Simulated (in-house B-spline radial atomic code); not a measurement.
Configurations of the neon ion Ne⁺, with energies counted from [He] 2s2 2p5. Level of theory: scalar-relativistic (X2C) BHandHLYP, spin-polarised, spherical fractional occupations, exact exchange averaged over the configuration, Fermi nucleus of rms radius 3.0055 fm; calculated with a radial B-spline atomic code at the basis-set limit. Shells without spins written out take the highest spin.

Occupations are held fixed; configurations that lie above the ionisation limit could autoionise.

```csv
configuration,E - E(ref) (eV),highest orbital,its <r> (bohr)
[He] 2s1 2p6,26.351,2p down,0.8984
[He] 2s2 2p4 3p1,30.678,3p up,3.606
[He] 2s1 2p5 3d1,59.462,3d up,4.857
```

Question: Order these further configurations by energy, lowest first.
A. [He] 2s1 2p5 3s1
B. [He] 2s2 2p4 3d1
C. [He] 2s2 2p4 3s1
D. [He] 2s1 2p5 3p1

Answer: C (27.065 eV), B (34.639 eV), A (51.876 eV), D (55.512 eV).
